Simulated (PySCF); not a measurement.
CHF3O3S, SMILES O=S(=O)(O)C(F)(F)F (connectivity only; charge and spin as stated), charge -1, multiplicity 2.

Geometry: r2SCAN-D4/def2-SVPD. The multiplicity is an assumed one; other spin states were not compared. One conformer was computed; it need not be the lowest.

All values below come from IEF-PCM-PBE0/def2-SVPD (PySCF).

The values are the electrostatic part of the solvation free energy, E(continuum) − E(gas) at the gas-phase geometry, in a cavity of scaled van der Waals radii (PySCF's table); cavitation and dispersion terms are not included.

| solvent | ε | ΔG(elec) (kcal/mol) |
|---|---|---|
| water | 78.36 | -55.4 |
| dimethylsulfoxide | 46.83 | -54.9 |
| acetone | 20.49 | [?] |

Task: Some entries are withheld; supply them. (Estimate from the structure and the level; the computed values follow.)

Result: 
- acetone, ΔG(elec) (kcal/mol): -53.2
